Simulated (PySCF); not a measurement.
A PySCF script (with the pyscf-properties extension) for the NMR shieldings of SMILES [AlH]1[C@@H](C(=C(F)F)F)CC[CH2]1, C₆H₈AlF₃, on a GFN2-xTB geometry:

```python
import basis_set_exchange as bse
import numpy as np
from pyscf import gto, dft
from pyscf.prop import nmr

atoms = """
F     1.352191    0.292353    1.636063
C     2.306307    0.351605    0.641487
F     3.519458    0.244789    1.157752
C     1.880206    0.447278   -0.615046
F     2.785911    0.574570   -1.601588
C     0.442700    0.483661   -0.919626
C    -0.230552   -0.912630   -0.802411
C    -1.698407   -0.744985   -0.383070
C    -1.789135   -0.088602    1.015784
Al   -0.351560    1.277443    0.810995
H     0.326876    0.843625   -1.943753
H    -0.166628   -1.458592   -1.746370
H     0.278220   -1.508250   -0.038846
H    -2.193050   -1.719087   -0.395907
H    -2.196540   -0.107662   -1.118350
H    -1.593710   -0.856842    1.776453
H    -2.814794    0.246261    1.195697
H     0.133747    2.641382    1.319079
"""
names = dict.fromkeys(["F", "C", "Al", "H"], "pcSseg-1")
basis = {el: gto.basis.parse(bse.get_basis(n, elements=[el], fmt="nwchem")) for el, n in names.items()}
mol = gto.M(atom=atoms, basis=basis, charge=0, verbose=0)
mf = dft.RKS(mol, xc="PBE0")
mf.grids.level = 2
mf.grids.alignment = dft.numint.BLKSIZE   # the property module wants whole blocks of grid points
mf.conv_tol = 1e-9
mf.kernel()

calc = nmr.RKS(mf)   # GIAO
C = mf.mo_coeff
Co = C[:, mf.mo_occ > 0]
resp = mf.gen_response(singlet=True, hermi=2)
def vind(x):   # induced exchange potential for any number of trial vectors
    d = np.einsum("pi,xij,qj->xpq", C, 2 * x.reshape(-1, C.shape[1], Co.shape[1]), Co, optimize=True)
    return np.einsum("xpq,pi,qj->xij", resp(d - d.transpose(0, 2, 1)), C, Co, optimize=True).ravel()
mo1, _ = nmr.rhf.solve_mo1(calc, with_cphf=vind)
sigma = calc.kernel(mo1)
for i, s in enumerate(sigma):   # ppm
    w = np.linalg.eigvalsh((s + s.T) / 2)
    print("%2d %-2s iso %8.1f  s11 %8.1f  s22 %8.1f  s33 %8.1f" % (i, mol.atom_pure_symbol(i), w.mean(), *w))
```

**Question.** What does it print?

**Answer.** 
```
 0 F  iso    331.1  s11    237.9  s22    351.4  s33    404.0
 1 C  iso     16.6  s11    -39.7  s22     28.8  s33     60.8
 2 F  iso    282.8  s11    255.1  s22    277.4  s33    315.9
 3 C  iso     33.2  s11     -3.1  s22     29.7  s33     72.9
 4 F  iso    327.0  s11    253.9  s22    341.2  s33    385.8
 5 C  iso    159.2  s11    140.2  s22    158.1  s33    179.3
 6 C  iso    144.9  s11    123.7  s22    150.3  s33    160.7
 7 C  iso    151.9  s11    136.0  s22    152.4  s33    167.2
 8 C  iso    176.3  s11    160.8  s22    179.5  s33    188.8
 9 Al iso    324.9  s11    283.2  s22    299.2  s33    392.4
10 H  iso     30.0  s11     24.6  s22     29.4  s33     36.0
11 H  iso     28.8  s11     23.4  s22     28.2  s33     34.6
12 H  iso     30.8  s11     27.6  s22     30.1  s33     34.7
13 H  iso     29.3  s11     23.6  s22     27.7  s33     36.5
14 H  iso     30.6  s11     25.7  s22     29.2  s33     36.8
15 H  iso     31.1  s11     27.5  s22     27.9  s33     37.8
16 H  iso     31.0  s11     25.8  s22     28.3  s33     38.8
17 H  iso     26.6  s11     22.9  s22     24.5  s33     32.4
```

These numbers come from an equivalent density-fitted implementation of the same equations, which agrees with the script to about 0.01 ppm for H and up to a few tenths of a ppm for heavy atoms, so last digits may differ.

Size and cost of the density-fitted run: 217 basis functions, 100 s wall time on 1 thread of an Arm Neoverse N1, shared host; peak memory 0.92 GiB.
